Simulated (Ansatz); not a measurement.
SiH₅O₄F, triplet: a saddle search.

The input file, in.yaml:

```yaml
crystal:
  periodic: [false, false, false]
  atoms:
    - {symbol: Si, position_ang: [-0.267400, -0.290400, 0.080400]}
    - {symbol: O, position_ang: [0.239100, 1.364800, 0.615600]}
    - {symbol: O, position_ang: [-0.659100, -0.369800, -1.485000]}
    - {symbol: O, position_ang: [-1.689100, -0.166600, 0.853200]}
    - {symbol: O, position_ang: [0.584700, -1.426700, 0.835900]}
    - {symbol: H, position_ang: [1.112000, 1.333200, 0.060400]}
    - {symbol: F, position_ang: [1.721800, 0.307900, -0.755800]}
    - {symbol: H, position_ang: [-0.371100, 2.070000, 0.383100]}
    - {symbol: H, position_ang: [0.063800, -0.378400, -2.112100]}
    - {symbol: H, position_ang: [-2.241200, -0.936100, 0.932300]}
    - {symbol: H, position_ang: [1.506400, -1.507900, 0.591800]}
basis:
  gaussian: {orbitals: def2-SVP}
magnetization: {spin_polarized: true, initial_magnetization: 2}
hamiltonian: {xc: pbe0, dispersion: d4}
saddle:
  max_steps: 30
  mode_guess:
    - [0.2520, -0.0945, -0.1729]
    - [0.0110, 0.0960, 0.0987]
    - [-0.0639, -0.0178, -0.0738]
    - [0.2460, 0.0276, -0.0650]
    - [0.0724, -0.1231, 0.0506]
    - [-0.1960, 0.4957, 0.3314]
    - [-0.3069, -0.4497, 0.0216]
    - [-0.0586, 0.0017, -0.0918]
    - [-0.0943, -0.0219, -0.1265]
    - [0.0939, 0.1655, -0.0467]
    - [0.0444, -0.0795, 0.0745]
```

Run by:

```bash
ansatz run in.yaml --threads 8 --pin off --events-out ev --progress --plain --max-ram 19148MiB
```

The run's output (Ansatz 0.2.0):

```
Functional definition: PBE0
  name "PBE0"
  cite "Adamo & Barone, J. Chem. Phys. 110, 6158 (1999) doi:10.1063/1.478522"
  cite "Perdew, Burke & Ernzerhof, Phys. Rev. Lett. 77, 3865 (1996) doi:10.1103/PhysRevLett.77.3865"
  parent pbe
  parameter a = 0.25
  parameter kappa = 0.804
  parameter beta = 0.06672455060314922
  exchange = (1 - a)*pbe_x(kappa = kappa, mu = beta*pi^2/3) + a*exact_x
  correlation = pbe_c(beta = beta)
1143 factors; integrals over basis functions are off by at most 4.0e-4 eV
mean field evaluation 1: about -18820.7767 eV, gradient 6.2e1 eV
mean field evaluation 2: about -18788.0256 eV, gradient 1.1e2 eV
mean field evaluation 4: about -18828.8048 eV, gradient 3.4e1 eV
mean field evaluation 8: about -18834.5924 eV, gradient 3.0e0 eV
mean field evaluation 16: about -18834.6855 eV, gradient 1.7e-1 eV
mean field evaluation 32: about -18834.6863 eV, gradient 1.3e-7 eV
mean field -18834.68633666 eV, -692.1619562632 hartree, gradient 1.5e-7 eV, S^2 2.006127; 6 other end points of the search recorded, 0 dependent functions left out
the calculation of the forces begins
reference -18834.68636726 eV, -692.1619573878 hartree; 31, 29 occupied and 82, 84 virtual orbitals, 1143 factors
these checks for a lower state are left out or cut short: stability, starts, cluster_reference, orbital_swaps, neighbouring_geometries, increment
1143 factors; integrals over basis functions are off by at most 4.0e-4 eV
mean field evaluation 64: about -18834.6914 eV, gradient 3.8e-3 eV
mean field -18834.69143148 eV, -692.1621434945 hartree, gradient 3.5e-6 eV, S^2 2.006120; 0 other end points of the search recorded, 0 dependent functions left out
the calculation of the forces begins
reference -18834.69146208 eV, -692.1621446190 hartree; 31, 29 occupied and 82, 84 virtual orbitals, 1143 factors
these checks for a lower state are left out or cut short: stability, starts, cluster_reference, orbital_swaps, neighbouring_geometries, increment
1143 factors; integrals over basis functions are off by at most 4.0e-4 eV
mean field -18834.70271200 eV, -692.1625580458 hartree, gradient 1.6e-6 eV, S^2 2.005869; 0 other end points of the search recorded, 0 dependent functions left out
the calculation of the forces begins
reference -18834.70274221 eV, -692.1625591562 hartree; 31, 29 occupied and 82, 84 virtual orbitals, 1143 factors
saddle step   1: F+E_penalty+E_count = -18834.87080148 eV  max|allowed force component| = 2.015e0 eV/Å  curvature = -384.2250 eV/Å²  mode residual = 3.60e2 eV/Å²  Δτ_max = 0.0000 Å  (1 rotations, 3 force calls, 442 SCF iters)  cluster: 3 rotations left out, max|force component along them| = 6.778e-8 eV/Å
saddle step   2: F+E_penalty+E_count = -18835.52284760 eV  max|allowed force component| = 1.889e0 eV/Å  curvature = -5.0120 eV/Å²  mode residual = 2.32e1 eV/Å²  Δτ_max = 0.1278 Å  (1 rotations, 3 force calls, 165 SCF iters)  cluster: 3 rotations left out, max|force component along them| = 1.923e-7 eV/Å
saddle step   3: F+E_penalty+E_count = -18835.92035500 eV  max|allowed force component| = 2.949e0 eV/Å  curvature = +6.3007 eV/Å²  mode residual = 1.65e1 eV/Å²  Δτ_max = 0.2000 Å  (1 rotations, 4 force calls, 189 SCF iters)  cluster: 3 rotations left out, max|force component along them| = 3.440e-7 eV/Å
saddle step   4: F+E_penalty+E_count = -18836.11842830 eV  max|allowed force component| = 1.844e0 eV/Å  curvature = +0.1142 eV/Å²  mode residual = 9.29e0 eV/Å²  Δτ_max = 0.0579 Å  (1 rotations, 4 force calls, 166 SCF iters)  cluster: 3 rotations left out, max|force component along them| = 3.482e-7 eV/Å
WARN: saddle search: on two steps running the search has had no negative curvature along its mode to follow, on a curvature that misses the negative of saddle.curvature_tol by less than its residual: at step 4, +0.114 eV/Å² with a residual of 9.29e0 eV/Å² (extrapolated from the last rotation, not read by a force call). A negative curvature could lie within that residual, and the search be climbing where it has one to follow. Its rotation spent its cap of 1: raise saddle.rotation.max_rotations, or give a saddle.mode_guess nearer the mode
saddle step   5: F+E_penalty+E_count = -18836.23440789 eV  max|allowed force component| = 1.769e0 eV/Å  curvature = -9.9010 eV/Å²  mode residual = 1.20e1 eV/Å²  Δτ_max = 0.0476 Å  (1 rotations, 3 force calls, 128 SCF iters)  cluster: 3 rotations left out, max|force component along them| = 3.240e-7 eV/Å
saddle step   6: F+E_penalty+E_count = -18836.66597040 eV  max|allowed force component| = 2.509e0 eV/Å  curvature = -2.0465 eV/Å²  mode residual = 8.45e0 eV/Å²  Δτ_max = 0.2000 Å  (1 rotations, 3 force calls, 116 SCF iters)  cluster: 3 rotations left out, max|force component along them| = 3.620e-7 eV/Å
saddle step   7: F+E_penalty+E_count = -18837.21488886 eV  max|allowed force component| = 2.616e0 eV/Å  curvature = +0.8609 eV/Å²  mode residual = 7.77e0 eV/Å²  Δτ_max = 0.1339 Å  (1 rotations, 4 force calls, 128 SCF iters)  cluster: 3 rotations left out, max|force component along them| = 1.788e-7 eV/Å
saddle step   8: F+E_penalty+E_count = -18837.41677431 eV  max|allowed force component| = 1.836e0 eV/Å  curvature = -0.7305 eV/Å²  mode residual = 4.34e0 eV/Å²  Δτ_max = 0.0452 Å  (1 rotations, 3 force calls, 104 SCF iters)  cluster: 3 rotations left out, max|force component along them| = 3.832e-7 eV/Å
saddle step   9: F+E_penalty+E_count = -18837.83791926 eV  max|allowed force component| = 1.149e0 eV/Å  curvature = +0.4992 eV/Å²  mode residual = 4.81e0 eV/Å²  Δτ_max = 0.2000 Å  (1 rotations, 4 force calls, 126 SCF iters)  cluster: 3 rotations left out, max|force component along them| = 3.732e-7 eV/Å
saddle step  10: F+E_penalty+E_count = -18837.87578471 eV  max|allowed force component| = 6.092e-1 eV/Å  curvature = -0.8207 eV/Å²  mode residual = 5.94e0 eV/Å²  Δτ_max = 0.0436 Å  (1 rotations, 3 force calls, 103 SCF iters)  cluster: 3 rotations left out, max|force component along them| = 3.615e-7 eV/Å
saddle step  11: F+E_penalty+E_count = -18838.08373190 eV  max|allowed force component| = 4.768e-1 eV/Å  curvature = -0.3312 eV/Å²  mode residual = 3.39e0 eV/Å²  Δτ_max = 0.2000 Å  (1 rotations, 3 force calls, 99 SCF iters)  cluster: 3 rotations left out, max|force component along them| = 4.682e-7 eV/Å
saddle step  12: F+E_penalty+E_count = -18838.23707309 eV  max|allowed force component| = 7.542e-1 eV/Å  curvature = +0.9509 eV/Å²  mode residual = 3.82e0 eV/Å²  Δτ_max = 0.2000 Å  (1 rotations, 4 force calls, 113 SCF iters)  cluster: 3 rotations left out, max|force component along them| = 5.512e-7 eV/Å
saddle step  13: F+E_penalty+E_count = -18838.30018449 eV  max|allowed force component| = 4.271e-1 eV/Å  curvature = +1.3754 eV/Å²  mode residual = 5.45e0 eV/Å²  Δτ_max = 0.1997 Å  (1 rotations, 4 force calls, 105 SCF iters)  cluster: 3 rotations left out, max|force component along them| = 7.916e-7 eV/Å
saddle step  14: F+E_penalty+E_count = -18838.31000537 eV  max|allowed force component| = 3.290e-1 eV/Å  curvature = +0.6903 eV/Å²  mode residual = 5.24e0 eV/Å²  Δτ_max = 0.1088 Å  (1 rotations, 4 force calls, 102 SCF iters)  cluster: 3 rotations left out, max|force component along them| = 6.141e-7 eV/Å
saddle step  15: F+E_penalty+E_count = -18838.32499943 eV  max|allowed force component| = 2.876e-1 eV/Å  curvature = +0.2316 eV/Å²  mode residual = 4.54e0 eV/Å²  Δτ_max = 0.0919 Å  (1 rotations, 4 force calls, 101 SCF iters)  cluster: 3 rotations left out, max|force component along them| = 5.616e-7 eV/Å
saddle step  16: F+E_penalty+E_count = -18838.34545064 eV  max|allowed force component| = 3.047e-1 eV/Å  curvature = +0.2590 eV/Å²  mode residual = 3.74e0 eV/Å²  Δτ_max = 0.0722 Å  (1 rotations, 4 force calls, 102 SCF iters)  cluster: 3 rotations left out, max|force component along them| = 7.699e-7 eV/Å
saddle step  17: F+E_penalty+E_count = -18838.36973051 eV  max|allowed force component| = 2.602e-1 eV/Å  curvature = +0.6006 eV/Å²  mode residual = 3.12e0 eV/Å²  Δτ_max = 0.0640 Å  (1 rotations, 4 force calls, 102 SCF iters)  cluster: 3 rotations left out, max|force component along them| = 8.879e-7 eV/Å
saddle step  18: F+E_penalty+E_count = -18838.39480223 eV  max|allowed force component| = 2.294e-1 eV/Å  curvature = +0.8298 eV/Å²  mode residual = 2.73e0 eV/Å²  Δτ_max = 0.0451 Å  (1 rotations, 4 force calls, 103 SCF iters)  cluster: 3 rotations left out, max|force component along them| = 9.544e-7 eV/Å
saddle step  19: F+E_penalty+E_count = -18838.41410400 eV  max|allowed force component| = 1.820e-1 eV/Å  curvature = +0.9802 eV/Å²  mode residual = 2.18e0 eV/Å²  Δτ_max = 0.0386 Å  (1 rotations, 4 force calls, 104 SCF iters)  cluster: 3 rotations left out, max|force component along them| = 9.733e-7 eV/Å
saddle step  20: F+E_penalty+E_count = -18838.42829942 eV  max|allowed force component| = 1.478e-1 eV/Å  curvature = +1.0722 eV/Å²  mode residual = 2.09e0 eV/Å²  Δτ_max = 0.0322 Å  (1 rotations, 4 force calls, 104 SCF iters)  cluster: 3 rotations left out, max|force component along them| = 9.229e-7 eV/Å
saddle step  21: F+E_penalty+E_count = -18838.43860504 eV  max|allowed force component| = 1.220e-1 eV/Å  curvature = +1.1599 eV/Å²  mode residual = 1.68e0 eV/Å²  Δτ_max = 0.0269 Å  (1 rotations, 4 force calls, 101 SCF iters)  cluster: 3 rotations left out, max|force component along them| = 7.382e-7 eV/Å
saddle step  22: F+E_penalty+E_count = -18838.44531284 eV  max|allowed force component| = 1.078e-1 eV/Å  curvature = +1.2385 eV/Å²  mode residual = 1.79e0 eV/Å²  Δτ_max = 0.0248 Å  (1 rotations, 4 force calls, 102 SCF iters)  cluster: 3 rotations left out, max|force component along them| = 6.885e-7 eV/Å
saddle step  23: F+E_penalty+E_count = -18838.44810120 eV  max|allowed force component| = 1.006e-1 eV/Å  curvature = +1.3314 eV/Å²  mode residual = 1.50e0 eV/Å²  Δτ_max = 0.0269 Å  (1 rotations, 4 force calls, 105 SCF iters)  cluster: 3 rotations left out, max|force component along them| = 8.135e-7 eV/Å
saddle step  24: F+E_penalty+E_count = -18838.44384870 eV  max|allowed force component| = 1.491e-1 eV/Å  curvature = +1.4167 eV/Å²  mode residual = 1.81e0 eV/Å²  Δτ_max = 0.0362 Å  (1 rotations, 4 force calls, 104 SCF iters)  cluster: 3 rotations left out, max|force component along them| = 7.551e-7 eV/Å
saddle step  25: F+E_penalty+E_count = -18838.42982849 eV  max|allowed force component| = 1.546e-1 eV/Å  curvature = +1.4783 eV/Å²  mode residual = 1.51e0 eV/Å²  Δτ_max = 0.0463 Å  (1 rotations, 4 force calls, 104 SCF iters)  cluster: 3 rotations left out, max|force component along them| = 7.747e-7 eV/Å
saddle step  26: F+E_penalty+E_count = -18838.41002351 eV  max|allowed force component| = 2.152e-1 eV/Å  curvature = +1.4837 eV/Å²  mode residual = 1.76e0 eV/Å²  Δτ_max = 0.0573 Å  (1 rotations, 4 force calls, 103 SCF iters)  cluster: 3 rotations left out, max|force component along them| = 8.794e-7 eV/Å
saddle step  27: F+E_penalty+E_count = -18838.38598301 eV  max|allowed force component| = 2.312e-1 eV/Å  curvature = +1.4643 eV/Å²  mode residual = 1.50e0 eV/Å²  Δτ_max = 0.0711 Å  (1 rotations, 4 force calls, 105 SCF iters)  cluster: 3 rotations left out, max|force component along them| = 8.116e-7 eV/Å
saddle step  28: F+E_penalty+E_count = -18838.35943906 eV  max|allowed force component| = 2.505e-1 eV/Å  curvature = +1.4344 eV/Å²  mode residual = 1.59e0 eV/Å²  Δτ_max = 0.0831 Å  (1 rotations, 4 force calls, 106 SCF iters)  cluster: 3 rotations left out, max|force component along them| = 7.516e-7 eV/Å
saddle step  29: F+E_penalty+E_count = -18838.33179704 eV  max|allowed force component| = 2.814e-1 eV/Å  curvature = +1.3913 eV/Å²  mode residual = 1.51e0 eV/Å²  Δτ_max = 0.0952 Å  (1 rotations, 4 force calls, 107 SCF iters)  cluster: 3 rotations left out, max|force component along them| = 6.934e-7 eV/Å
saddle step  30: F+E_penalty+E_count = -18838.30461299 eV  max|allowed force component| = 2.904e-1 eV/Å  curvature = +1.3440 eV/Å²  mode residual = 1.44e0 eV/Å²  Δτ_max = 0.1054 Å  (1 rotations, 4 force calls, 106 SCF iters)  cluster: 3 rotations left out, max|force component along them| = 6.977e-7 eV/Å
Error: the saddle search did not converge after 30 steps: max|allowed force component| = 2.90e-1 eV/Å (threshold 5.0e-2). At the last step the curvature along the mode is +1.344 eV/Å² (extrapolated from the last rotation, not read by a force call), not resolved as negative, so the search is still climbing. That curvature's residual is 1.44e0 eV/Å². Where the curvature misses the negative of `saddle.curvature_tol` by less than that, a larger `saddle.rotation.max_rotations` or a tighter `saddle.rotation.residual_tol` may find a negative one. To go on, start nearer the saddle, give a better `saddle.mode_guess`, or set a larger `saddle.max_steps` (a set value also replaces the default of 250 for a search that goes on from a second negative curvature), or search again from the last step's geometry and mode. From 22 of its steps before the last this search moved with no negative curvature along its mode to follow. A search started from a geometry of this one does not count those moves and, where it converges, warns only of its own. With `saddle.order_check` unset, a search from the last step can check the order less strictly than this one. `saddle.order_check: true` asks for the full check and warns where it cannot tell. Where this run's directory can be resumed (`checkpoint.write`), a resume goes on for up to `saddle.max_steps` more
F+E_penalty+E_count at the last step = -18838.30461299 eV
to start another search from the last step: its geometry and its mode (saddle.mode_guess, Cartesian), with saddle.order_check: true (the message says why):
  atoms:
    - { symbol: Si, position_ang: [-0.28699885, -0.38392290, 0.38169641] }
    - { symbol: O, position_ang: [0.19052516, 1.16426360, 0.62217402] }
    - { symbol: O, position_ang: [-0.06832986, -0.68287455, -1.29582360] }
    - { symbol: O, position_ang: [-1.82292626, -0.47804070, 0.93186155] }
    - { symbol: O, position_ang: [0.64997471, -1.58686814, 0.98078228] }
    - { symbol: H, position_ang: [1.01403631, 1.30985597, 0.13785933] }
    - { symbol: F, position_ang: [1.94482348, -0.14071180, -1.32337815] }
    - { symbol: H, position_ang: [-0.84583002, 3.74783954, -0.10324058] }
    - { symbol: H, position_ang: [0.03136128, 0.07023006, -1.89056209] }
    - { symbol: H, position_ang: [-2.20437031, -1.32385833, 1.18383741] }
    - { symbol: H, position_ang: [1.39763436, -1.69591275, 0.37459342] }
  mode_guess:
    - [0.17436573, 0.03333307, -0.09539943]
    - [0.18126147, 0.01190204, -0.03740754]
    - [-0.24624254, 0.03767521, -0.14979751]
    - [0.14661681, 0.09077669, -0.18401745]
    - [-0.03670970, -0.07782706, -0.00358271]
    - [0.22711191, 0.11271885, 0.07887549]
    - [-0.39412399, -0.11758426, 0.41637032]
    - [-0.17686107, -0.11831949, -0.05043025]
    - [-0.27253874, 0.14544175, -0.02359302]
    - [0.26008284, 0.05679857, -0.18904219]
    - [0.13703728, -0.17491536, 0.23802429]
  order_check: true


[the SCF lines of later steps are left out]
```

The lines “mean field evaluation” count trial sets of orbitals through the whole run, from several starts and some on an approximate energy, so they need not fall steadily or lie above the final value.

Hardware: 8 CPU threads of an Arm Neoverse V2, shared host. Wall time about 2.1 min.


The run did not converge within its limit. The spin typed is not that of the intended reaction, so this is not its saddle.